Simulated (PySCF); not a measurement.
Compound: C₅H₁₁F₃N₂Si.
Numbering: `[NH2:1][SiH2:2][N:3]1[CH2:4][CH2:5][CH2:6][C@@H:7]1[C:8]([F:9])([F:10])[F:11]` (hydrogens: H12, H13 on N1; H14, H15 on Si2; H16, H17 on C4; H18, H19 on C5; H20, H21 on C6; H22 on C7)

Cartesian coordinates in Å at the PBE0-D3(BJ)/def2-SVP level; atoms count from 1:
```xyz
22
C5H11F3N2Si angstrom
N      3.125    0.279   -0.288
Si     1.967   -0.905    0.189
N      0.271   -0.563   -0.055
C     -0.398   -0.710   -1.346
C     -1.817   -0.177   -1.130
C     -2.016   -0.272    0.382
C     -0.615   -0.010    0.936
C     -0.351    1.471    1.179
F     -1.160    1.961    2.123
F      0.912    1.667    1.596
F     -0.516    2.216    0.082
H      3.102    1.203    0.130
H      3.453    0.317   -1.245
H      2.089   -1.154    1.654
H      2.279   -2.111   -0.635
H     -0.410   -1.772   -1.656
H      0.116   -0.150   -2.148
H     -1.884    0.872   -1.453
H     -2.569   -0.747   -1.694
H     -2.314   -1.290    0.672
H     -2.772    0.422    0.776
H     -0.474   -0.480    1.925
```

The calculation used PBE0-D3(BJ)/def2-SVP geometry optimisation, gas phase in PySCF.

Masses are those of the commonest isotopes; rigid-rotor values at the optimised geometry. The values belong to one conformer with, in the numbering `[NH2:1][SiH2:2][N:3]1[CH2:4][CH2:5][CH2:6][C@@H:7]1[C:8]([F:9])([F:10])[F:11]`, H–N1–Si2–N3 60° and -85°, N1–Si2–N3–C4 80°, Si2–N3–C4–C5 -175°, N3–C4–C5–C6 -22°, C4–C5–C6–C7 33°, C5–C6–C7–C8 89°.

(1) What are A, B and C (MHz)?

(2) Classify the top.

(3) What does the inertial defect say?

(4) Give the other two planar moments, Paa and Pbb, and the rms extents of the mass along the axes.

(5) List the rotational levels J(Ka,Kc) to J = 4 (MHz).

(6) Which lines would a microwave search look for?

(7) Estimate the classical rotational partition function at 25 K, 100 K and 298.15 K.

## Answers

(1) Ia = 409.94, Ib = 578.78, Ic = 807.44 u·Å²; 505379 MHz·u·Å²/I gives A = 1233, B = 873.2, C = 625.9 MHz.

(2) An asymmetric top; Ray's κ = -0.185.

(3) Not planar: Δ = Ic − Ia − Ib = -181.27 u·Å². For a rigid frame Δ = −2 Σ m c², so Σ m c² = 90.63 u·Å² lies off the ab plane: 18.00 from hydrogen and 72.64 from heavier atoms. The atom farthest from that plane is 1.83 Å away.

(4) Paa = Σ m a² = (Ib + Ic − Ia)/2 = 488.14 and Pbb = Σ m b² = (Ia + Ic − Ib)/2 = 319.30 u·Å². With the mass M = 184.06 u, the rms extents √(P/M) along a, b and c are 1.63, 1.32, 0.70 Å.

(5) Above 0(0,0):
J = 1: 1(0,1) 1499, 1(1,1) 1859, 1(1,0) 2106
J = 2: 2(0,2) 4407, 2(1,2) 4610, 2(1,1) 5351, 2(2,1) 6430, 2(2,0) 6521
J = 3: 3(0,3) 8600, 3(1,3) 8687, 3(1,2) 10148, 3(2,2) 10928, 3(2,1) 11322, 3(3,1) 13393, 3(3,0) 13416
J = 4: 4(0,4) 14025, 4(1,4) 14055, 4(1,3) 16385, 4(2,3) 16851, 4(2,2) 17812, 4(3,2) 19523, 4(3,1) 19666, 4(4,1) 22796, 4(4,0) 22801

(6) The dipole components are |μa| = 0.31 D, |μb| = 1.73 D, |μc| = 0.68 D. Intensities carry the squares of the components, which stand as 0.03 : 1.00 : 0.15 (a : b : c). Some lines, for components of 0.1 D or more:

```csv
type,branch,"J(Ka,Kc)",MHz,lower level (cm⁻¹)
a,Q,"4(2,2) ← 4(2,3)",961,0.562
b,Q,"4(2,2) ← 4(1,3)",1427,0.547
b,Q,"2(2,1) ← 2(1,2)",1821,0.154
b,Q,"3(3,0) ← 3(2,1)",2094,0.378
b,R,"3(1,2) ← 2(2,1)",3718,0.214
c,R,"2(1,1) ← 1(0,1)",3852,0.050
c,R,"2(2,0) ← 1(1,0)",4415,0.070
a,R,"3(2,2) ← 2(2,1)",4497,0.214
b,R,"2(2,0) ← 1(1,1)",4662,0.062
a,R,"4(1,4) ← 3(1,3)",5369,0.290
b,R,"4(1,3) ← 3(2,2)",5457,0.365
a,R,"4(1,3) ← 3(1,2)",6237,0.338
b,R,"4(2,3) ← 3(1,2)",6703,0.338
c,R,"3(3,1) ← 2(2,1)",6963,0.214
c,R,"4(1,3) ← 3(0,3)",7784,0.287
b,R,"4(3,2) ← 3(2,1)",8201,0.378
```

(7) Point group C1, symmetry number σ = 1; q = (√π/σ)·√((kT/h)³/(ABC)), k/h = 20836.6 MHz/K: 25700 at 25 K, 205000 at 100 K, 1060000 at 298.15 K.

PBE0-D3(BJ)/def2-SVP frequencies: not computed here. Zero-point vibration and centrifugal distortion are left out. A rigid rotor knows nothing of inversion at nitrogen, which can split or shift real lines. Quadrupole hyperfine structure (14N) is left out.
